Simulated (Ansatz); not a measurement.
Ansatz (an electronic-structure program) input for CH₈N₂OSi, SMILES C[Si](N)(O)N, PBE-D3(BJ)/def2-SVP. 

Ansatz 0.2 input:
```yaml
crystal:
  periodic: [false, false, false]
  atoms:
    - {symbol: C, position_ang: [1.55283319, -0.04412991, 1.04528064]}
    - {symbol: Si, position_ang: [-0.01357781, 0.02246780, -0.01979808]}
    - {symbol: N, position_ang: [-1.36789697, -0.19422015, 1.03228426]}
    - {symbol: N, position_ang: [-0.27388909, -1.20110305, -1.22261937]}
    - {symbol: O, position_ang: [0.12090066, 1.45085780, -0.81380518]}
    - {symbol: H, position_ang: [2.44460201, -0.06805645, 0.42742491]}
    - {symbol: H, position_ang: [1.55982248, -0.92555056, 1.67756777]}
    - {symbol: H, position_ang: [1.62731373, 0.82623583, 1.68769363]}
    - {symbol: H, position_ang: [-2.27533581, -0.34860502, 0.62543901]}
    - {symbol: H, position_ang: [-1.44845949, 0.40259556, 1.83774800]}
    - {symbol: H, position_ang: [-0.49126785, -2.12371706, -0.88404882]}
    - {symbol: H, position_ang: [0.41595463, -1.27403835, -1.95349866]}
    - {symbol: H, position_ang: [-0.43424243, 1.62176629, -1.57004958]}
basis:
  gaussian:
    orbitals: def2-SVP
hamiltonian:
  xc: pbe
  dispersion: d3bj
relax: {f_tol: 0.002, max_steps: 200}
```

Program output:

```
WARN ansatz: RAYON_NUM_THREADS=1 ignored (pool sized by the plan → 1); use --threads N
Functional definition: PBE
integrals: 0.06 GiB planned
1305 factors; their error is unknown
mean field: 0.33 GiB planned
mean field evaluation 1: about -14034.0143 eV, gradient 1.1e2 eV
mean field evaluation 2: about -13997.6906 eV, gradient 1.6e2 eV
mean field evaluation 4: about -14056.2771 eV, gradient 1.0e1 eV
mean field evaluation 8: about -14056.5348 eV, gradient 1.5e-1 eV
mean field evaluation 16: about -14056.4636 eV, gradient 1.6e-4 eV
mean field -14056.46362038 eV, -516.5655102357 hartree, gradient 4.7e-5 eV, S^2 0.000000; 0 other end points of the search recorded, 0 dependent functions left out
the calculation of the forces begins
reference -14056.46365880 eV, -516.5655116478 hartree; 25, 25 occupied and 89, 89 virtual orbitals, 1305 factors
relax step   1: F+E_penalty+E_count = -14056.73195377 eV  Δ(F+E_penalty+E_count) = +0.000e0 eV  max|allowed force component| = 1.182e0 eV/Å  Δτ_max = 0.0000 Å  (27 SCF iters, accepted)
these checks for a lower state are left out or cut short: starts, cluster_reference, orbital_swaps, neighbouring_geometries, increment
integrals: 0.06 GiB planned
1305 factors; their error is unknown
mean field: 0.33 GiB planned
mean field -14056.56088209 eV, -516.5690845375 hartree, gradient 2.7e-5 eV, S^2 0.000000; 0 other end points of the search recorded, 0 dependent functions left out
the calculation of the forces begins
reference -14056.56092092 eV, -516.5690859646 hartree; 25, 25 occupied and 89, 89 virtual orbitals, 1305 factors
relax step   2: F+E_penalty+E_count = -14056.82812951 eV  Δ(F+E_penalty+E_count) = -9.618e-2 eV  max|allowed force component| = 7.940e-1 eV/Å  Δτ_max = 0.0493 Å  (30 SCF iters, accepted)
these checks for a lower state are left out or cut short: starts, cluster_reference, orbital_swaps, neighbouring_geometries, increment
integrals: 0.06 GiB planned
1305 factors; their error is unknown
mean field: 0.33 GiB planned
mean field evaluation 32: about -14056.5880 eV, gradient 8.7e-6 eV
mean field -14056.58799689 eV, -516.5700809883 hartree, gradient 8.7e-6 eV, S^2 0.000000; 0 other end points of the search recorded, 0 dependent functions left out
the calculation of the forces begins
reference -14056.58803604 eV, -516.5700824268 hartree; 25, 25 occupied and 89, 89 virtual orbitals, 1305 factors
relax step   3: F+E_penalty+E_count = -14056.85432323 eV  Δ(F+E_penalty+E_count) = -2.619e-2 eV  max|allowed force component| = 2.158e-1 eV/Å  Δτ_max = 0.0685 Å  (30 SCF iters, accepted)
these checks for a lower state are left out or cut short: starts, cluster_reference, orbital_swaps, neighbouring_geometries, increment
integrals: 0.06 GiB planned
1305 factors; their error is unknown
mean field: 0.33 GiB planned
mean field -14056.59132698 eV, -516.5702033667 hartree, gradient 1.5e-5 eV, S^2 0.000000; 0 other end points of the search recorded, 0 dependent functions left out
the calculation of the forces begins
reference -14056.59136610 eV, -516.5702048043 hartree; 25, 25 occupied and 89, 89 virtual orbitals, 1305 factors
relax step   4: F+E_penalty+E_count = -14056.85827386 eV  Δ(F+E_penalty+E_count) = -3.951e-3 eV  max|allowed force component| = 1.035e-1 eV/Å  Δτ_max = 0.1636 Å  (28 SCF iters, accepted)
these checks for a lower state are left out or cut short: starts, cluster_reference, orbital_swaps, neighbouring_geometries, increment
integrals: 0.06 GiB planned
1305 factors; their error is unknown
mean field: 0.33 GiB planned
mean field -14056.59463157 eV, -516.5703248083 hartree, gradient 1.0e-5 eV, S^2 0.000000; 0 other end points of the search recorded, 0 dependent functions left out
the calculation of the forces begins
reference -14056.59467068 eV, -516.5703262456 hartree; 25, 25 occupied and 89, 89 virtual orbitals, 1305 factors
relax step   5: F+E_penalty+E_count = -14056.86155962 eV  Δ(F+E_penalty+E_count) = -3.286e-3 eV  max|allowed force component| = 2.196e-1 eV/Å  Δτ_max = 0.0987 Å  (30 SCF iters, accepted)
these checks for a lower state are left out or cut short: starts, cluster_reference, orbital_swaps, neighbouring_geometries, increment
integrals: 0.06 GiB planned
1305 factors; their error is unknown
mean field: 0.33 GiB planned
mean field -14056.59801681 eV, -516.5704492133 hartree, gradient 2.7e-5 eV, S^2 0.000000; 0 other end points of the search recorded, 0 dependent functions left out
the calculation of the forces begins
reference -14056.59805596 eV, -516.5704506521 hartree; 25, 25 occupied and 89, 89 virtual orbitals, 1305 factors
relax step   6: F+E_penalty+E_count = -14056.86477507 eV  Δ(F+E_penalty+E_count) = -3.215e-3 eV  max|allowed force component| = 5.438e-2 eV/Å  Δτ_max = 0.0407 Å  (29 SCF iters, accepted)
these checks for a lower state are left out or cut short: starts, cluster_reference, orbital_swaps, neighbouring_geometries, increment
integrals: 0.06 GiB planned
1305 factors; their error is unknown
mean field: 0.33 GiB planned
mean field -14056.59847225 eV, -516.5704659504 hartree, gradient 8.4e-6 eV, S^2 0.000000; 0 other end points of the search recorded, 0 dependent functions left out
the calculation of the forces begins
reference -14056.59851140 eV, -516.5704673893 hartree; 25, 25 occupied and 89, 89 virtual orbitals, 1305 factors
relax step   7: F+E_penalty+E_count = -14056.86520766 eV  Δ(F+E_penalty+E_count) = -4.326e-4 eV  max|allowed force component| = 1.436e-2 eV/Å  Δτ_max = 0.0115 Å  (31 SCF iters, accepted)
these checks for a lower state are left out or cut short: starts, cluster_reference, orbital_swaps, neighbouring_geometries, increment
integrals: 0.06 GiB planned
1305 factors; their error is unknown
mean field: 0.33 GiB planned
mean field evaluation 64: about -14056.5985 eV, gradient 1.1e-3 eV
mean field -14056.59850209 eV, -516.5704670471 hartree, gradient 7.1e-6 eV, S^2 0.000000; 0 other end points of the search recorded, 0 dependent functions left out
the calculation of the forces begins
reference -14056.59854125 eV, -516.5704684862 hartree; 25, 25 occupied and 89, 89 virtual orbitals, 1305 factors
relax step   8: F+E_penalty+E_count = -14056.86524101 eV  Δ(F+E_penalty+E_count) = -3.334e-5 eV  max|allowed force component| = 1.939e-3 eV/Å  Δτ_max = 0.0061 Å  (23 SCF iters, accepted)
these checks for a lower state are left out or cut short: starts, cluster_reference, orbital_swaps, neighbouring_geometries, increment
integrals: 0.06 GiB planned
1305 factors; their error is unknown
mean field: 0.33 GiB planned
mean field -14056.59851076 eV, -516.5704673657 hartree, gradient 1.8e-5 eV, S^2 0.000000; 0 other end points of the search recorded, 0 dependent functions left out
the calculation of the forces begins
reference -14056.59854992 eV, -516.5704688049 hartree; 25, 25 occupied and 89, 89 virtual orbitals, 1305 factors
relax step   9: F+E_penalty+E_count = -14056.86524480 eV  Δ(F+E_penalty+E_count) = -3.796e-6 eV  max|allowed force component| = 3.696e-3 eV/Å  Δτ_max = 0.0032 Å  (23 SCF iters, accepted)
these checks for a lower state are left out or cut short: starts, cluster_reference, orbital_swaps, neighbouring_geometries, increment
integrals: 0.06 GiB planned
1305 factors; their error is unknown
mean field: 0.33 GiB planned
mean field -14056.59851575 eV, -516.5704675491 hartree, gradient 1.0e-5 eV, S^2 0.000000; 0 other end points of the search recorded, 0 dependent functions left out
the calculation of the forces begins
reference -14056.59855491 eV, -516.5704689883 hartree; 25, 25 occupied and 89, 89 virtual orbitals, 1305 factors
relax step  10: F+E_penalty+E_count = -14056.86524690 eV  Δ(F+E_penalty+E_count) = -2.098e-6 eV  max|allowed force component| = 1.022e-3 eV/Å  Δτ_max = 0.0007 Å  (22 SCF iters, accepted)
integrals: 0.06 GiB planned
1305 factors; their error is unknown
mean field: 0.33 GiB planned
mean field evaluation 96: about -14056.5985 eV, gradient 1.7e-4 eV
mean field -14056.59851575 eV, -516.5704675491 hartree, gradient 9.8e-6 eV, S^2 0.000000; 1 other end points of the search recorded, 0 dependent functions left out
the calculation of the forces begins
reference -14056.59855491 eV, -516.5704689883 hartree; 25, 25 occupied and 89, 89 virtual orbitals, 1305 factors
Total energy: -14056.86528607 eV, -516.5802711774 hartree
Atom 0 at     1.537157    -0.041996     1.058166 Å, force     0.000210     0.000262     0.000221 eV/Å
Atom 1 at     0.004099     0.006555    -0.023169 Å, force    -0.000652    -0.000825    -0.000703 eV/Å
Atom 2 at    -1.374258    -0.163583     1.025121 Å, force     0.000338     0.000359     0.000273 eV/Å
Atom 3 at    -0.244937    -1.237554    -1.221898 Å, force     0.001022     0.000362     0.000580 eV/Å
Atom 4 at     0.185208     1.449763    -0.888522 Å, force    -0.000570    -0.000555    -0.000495 eV/Å
Atom 5 at     2.454820     0.040029     0.441837 Å, force    -0.000422     0.000128     0.000100 eV/Å
Atom 6 at     1.588660    -0.984502     1.638749 Å, force    -0.000038     0.000154    -0.000154 eV/Å
Atom 7 at     1.546031     0.805079     1.775223 Å, force     0.000172    -0.000287    -0.000121 eV/Å
Atom 8 at    -2.310597    -0.181858     0.613142 Å, force     0.000546     0.000091     0.000172 eV/Å
Atom 9 at    -1.384868     0.348916     1.909955 Å, force    -0.000579    -0.000299    -0.000223 eV/Å
Atom 10 at    -0.476536    -2.178735    -0.894211 Å, force    -0.000094     0.000306    -0.000159 eV/Å
Atom 11 at     0.405875    -1.288216    -2.009526 Å, force    -0.000570    -0.000103     0.000105 eV/Å
Atom 12 at    -0.513897     1.570605    -1.555249 Å, force     0.000636     0.000407     0.000404 eV/Å
Dipole moment:    -0.217083    -0.170936    -0.056799 e Å
```

Self-consistency was reached.
